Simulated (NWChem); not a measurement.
System: ZnH$_{2}$S$_{2}$; SMILES [Zn]([SH])[SH]

```xyz
5

Zn     0.0000     0.0000    -0.0702
S      2.1679    -0.1852    -0.0807
H      2.3177     0.7753     0.8601
S     -2.1679     0.1852    -0.0807
H     -2.3177    -0.7753     0.8601
```
Atoms are numbered in this order, from 1.

The geometry was optimised at PBE0/def2-SVP.

Task: Give the principal values of the shielding tensors (ppm) of Zn1, S2 from PBE0/pcSseg-1, GIAO (NWChem), with their diamagnetic and paramagnetic parts as GIAO splits them.

Result: 
| atom | σ11 | σ22 | σ33 | isotropic | diamagnetic | paramagnetic |
|---|---|---|---|---|---|---|
| Zn1 | 1131.2 | 1133.9 | 2445.3 | 1570.1 | 2522.7 | -952.6 |
| S2 | 737.5 | 754.4 | 854.9 | 782.3 | 1056.6 | -274.3 |
